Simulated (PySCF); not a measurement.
C2H8AsGa, charge +1, doublet, at a GFN2-xTB geometry (such geometries of metal compounds can be far from the true shape) (a state made from the parent by changing its charge; the spin is typed, not shown lowest); TPSS/STO-3G in PySCF.

PySCF was given this input:
```python
from pyscf import gto, scf, dft

mol = gto.Mole()
mol.atom = '''
    Ga    0.505330   -0.769123    0.428570
    C     2.180751   -1.008223   -0.748431
    H     2.939411   -1.570042   -0.195308
    H     2.573826   -0.021814   -1.017630
    H     1.916008   -1.557320   -1.657810
    C    -0.663889   -1.329582    2.031139
    H    -1.460564   -1.997955    1.688945
    H    -1.105066   -0.435009    2.484076
    H    -0.047406   -1.851910    2.768945
    As   -0.816870    1.335458   -0.680680
    H    -2.076828    0.518366   -0.564058
    H    -0.549050    0.715225   -2.026647
'''
mol.basis = 'sto-3g'
mol.charge = 1
mol.spin = 1
mol.verbose = 4
mol.build()

mf = dft.UKS(mol)
mf.xc = 'tpss'
mf.grids.level = 0
mf.kernel()
```

**Question.** What does PySCF print? Leave out banner, timings and long lists.

**Answer.** 
```
PySCF version 2.14.0

[INPUT] verbose = 4
[INPUT] num. atoms = 12
[INPUT] num. electrons = 83
[INPUT] charge = 1
[INPUT] spin (= nelec alpha-beta = 2S) = 1
[INPUT] symmetry False subgroup None
[INPUT] Mole.unit = angstrom
[INPUT] Symbol           X                Y                Z      unit          X                Y                Z       unit  Magmom
[INPUT]  1 Ga     0.505330000000  -0.769123000000   0.428570000000 AA    0.954935302526  -1.453431826104   0.809879925205 Bohr   0.0
[INPUT]  2 C      2.180751000000  -1.008223000000  -0.748431000000 AA    4.121022135871  -1.905265342487  -1.414329613134 Bohr   0.0
[INPUT]  3 H      2.939411000000  -1.570042000000  -0.195308000000 AA    5.554681757534  -2.966949384064  -0.369078629937 Bohr   0.0
[INPUT]  4 H      2.573826000000  -0.021814000000  -1.017630000000 AA    4.863826232285  -0.041222485681  -1.923041996141 Bohr   0.0
[INPUT]  5 H      1.916008000000  -1.557320000000  -1.657810000000 AA    3.620730372476  -2.942908288308  -3.132806866565 Bohr   0.0
[INPUT]  6 C     -0.663889000000  -1.329582000000   2.031139000000 AA   -1.254568387111  -2.512545840151   3.838296430923 Bohr   0.0
[INPUT]  7 H     -1.460564000000  -1.997955000000   1.688945000000 AA   -2.760065947399  -3.775587759205   3.191643489454 Bohr   0.0
[INPUT]  8 H     -1.105066000000  -0.435009000000   2.484076000000 AA   -2.088272089569  -0.822047871721   4.694223312605 Bohr   0.0
[INPUT]  9 H     -0.047406000000  -1.851910000000   2.768945000000 AA   -0.089584356661  -3.499602707343   5.232547703984 Bohr   0.0
[INPUT] 10 As    -0.816870000000   1.335458000000  -0.680680000000 AA   -1.543660579373   2.523649870859  -1.286298778469 Bohr   0.0
[INPUT] 11 H     -2.076828000000   0.518366000000  -0.564058000000 AA   -3.924636127828   0.979569772286  -1.065915138370 Bohr   0.0
[INPUT] 12 H     -0.549050000000   0.715225000000  -2.026647000000 AA   -1.037554128692   1.351579367442  -3.829807781171 Bohr   0.0

nuclear repulsion = 480.275995209765
number of shells = 30
number of NR pGTOs = 162
number of NR cGTOs = 54
basis = sto-3g
ecp = {}

******** <class 'pyscf.dft.uks.UKS'> ********
method = UKS
initial guess = minao
damping factor = 0
level_shift factor = 0
DIIS = <class 'pyscf.scf.diis.CDIIS'>
diis_start_cycle = 1
diis_space = 8
diis_damp = 0
SCF conv_tol = 1e-09
SCF conv_tol_grad = None
SCF max_cycles = 50
direct_scf = True
direct_scf_tol = 1e-13
number electrons alpha = 42  beta = 41
XC library pyscf.dft.libxc version 7.1.2
    S. Lehtola, C. Steigemann, M. J. T. Oliveira, and M. A. L. Marques,  SoftwareX 7, 1–5 (2018)
XC functionals = tpss
    J. Tao, J. P. Perdew, V. N. Staroverov, and G. E. Scuseria,  Phys. Rev. Lett. 91, 146401 (2003)
    J. P. Perdew, J. Tao, V. N. Staroverov, and G. E. Scuseria,  J. Chem. Phys. 120, 6898 (2004)
    J. Tao, J. P. Perdew, V. N. Staroverov, and G. E. Scuseria,  Phys. Rev. Lett. 91, 146401 (2003)
    J. P. Perdew, J. Tao, V. N. Staroverov, and G. E. Scuseria,  J. Chem. Phys. 120, 6898 (2004)
radial grids:
    Treutler-Ahlrichs [JCP 102, 346 (1995); DOI:10.1063/1.469408] (M4) radial grids

becke partition: Becke, JCP 88, 2547 (1988); DOI:10.1063/1.454033
pruning grids: <function nwchem_prune>
grids dens level: 0
symmetrized grids: False
atomic radii adjust function: <function treutler_atomic_radii_adjust>
small_rho_cutoff = 0
Set gradient conv threshold to 3.16228e-05
tot grids = 12008
init E= -4187.88567964415

cycle= 1 E= -4192.56841326989  delta_E= -4.68  |g|= 0.447  |ddm|= 2.82

cycle= 2 E= -4189.26821085876  delta_E=  3.3  |g|= 1.44  |ddm|= 3.15
cycle= 3 E= -4192.58038370579  delta_E= -3.31  |g|= 0.368  |ddm|=    3
cycle= 4 E= -4192.52069468339  delta_E= 0.0597  |g|= 0.376  |ddm|= 1.57
cycle= 5 E= -4192.65385343187  delta_E= -0.133  |g|= 0.326  |ddm|= 1.49
cycle= 6 E= -4192.65350733132  delta_E= 0.000346  |g|= 0.322  |ddm|= 0.12
cycle= 7 E= -4192.65105263909  delta_E= 0.00245  |g|= 0.327  |ddm|= 0.0166
cycle= 8 E= -4192.65912747761  delta_E= -0.00807  |g|= 0.313  |ddm|= 0.443
cycle= 9 E= -4192.66320536842  delta_E= -0.00408  |g|= 0.295  |ddm|= 1.23
cycle= 10 E= -4192.7408546283  delta_E= -0.0776  |g|= 0.158  |ddm|= 0.629
cycle= 11 E= -4192.76129544113  delta_E= -0.0204  |g|= 0.101  |ddm|= 0.611
cycle= 12 E= -4192.75687629656  delta_E= 0.00442  |g|= 0.115  |ddm|= 0.584
cycle= 13 E= -4192.77097939978  delta_E= -0.0141  |g|= 0.0521  |ddm|= 0.571
cycle= 14 E= -4192.77362033831  delta_E= -0.00264  |g|= 0.00481  |ddm|= 0.127
cycle= 15 E= -4192.77358178619  delta_E= 3.86e-05  |g|= 0.00837  |ddm|= 0.0364
cycle= 16 E= -4192.77364895796  delta_E= -6.72e-05  |g|= 0.0013  |ddm|= 0.0246
cycle= 17 E= -4192.77365045966  delta_E= -1.5e-06  |g|= 0.00145  |ddm|= 0.0166
cycle= 18 E= -4192.77365319542  delta_E= -2.74e-06  |g|= 0.000216  |ddm|= 0.00588
cycle= 19 E= -4192.77365357045  delta_E= -3.75e-07  |g|= 0.000182  |ddm|= 0.00749
cycle= 20 E= -4192.77365375726  delta_E= -1.87e-07  |g|= 9.93e-05  |ddm|= 0.00353
cycle= 21 E= -4192.77365377207  delta_E= -1.48e-08  |g|= 8.27e-05  |ddm|= 0.001
cycle= 22 E= -4192.77365378545  delta_E= -1.34e-08  |g|= 1.56e-05  |ddm|= 0.0006
cycle= 23 E= -4192.77365379004  delta_E= -4.59e-09  |g|= 1.1e-05  |ddm|= 0.000382
cycle= 24 E= -4192.77365379405  delta_E= -4.01e-09  |g|= 1.55e-05  |ddm|= 0.000422
cycle= 25 E= -4192.77365379745  delta_E= -3.4e-09  |g|= 5.37e-06  |ddm|= 0.00059
cycle= 26 E= -4192.77365379781  delta_E= -3.55e-10  |g|= 6.02e-06  |ddm|= 0.000178
Extra cycle  E= -4192.77365378979  delta_E= 8.01e-09  |g|= 9.01e-05  |ddm|= 0.000235
converged SCF energy = -4192.77365378979  <S^2> = 0.75398619  2S+1 = 2.0039822
```
